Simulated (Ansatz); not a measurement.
```xyz
2

Nb    0.0000    0.0000    0.0000
H     0.0000    0.0000    3.5800
```

Basis set: pcseg-2 on H; def2-TZVPP on Nb (spherical functions, with the set's core potentials past Kr). Some runs use density fitting. Charge 0, multiplicity 5.

Computed with Ansatz (development build ahead of 0.2.0); each method stands on the lowest determinant of its kind that the runs found.

The atomization energy at this shape (free ground-state atoms in the same class of orbitals less the molecule, no zero-point energy) of quintet NbH:

| method | atomization energy |
| --- | --- |
| PBE (unrestricted) | 5.26 kcal/mol |

Question: What does PBE0 (unrestricted) give?

Answer: 3.42 kcal/mol. Caution: charge can spread falsely over distant fragments; other spin multiplicities were not run; the shape is not the minimum. Caution for PBE (unrestricted): the unrestricted determinant is spin contaminated. Caution for PBE0 (unrestricted): the unrestricted determinant is a mixture of spin states.
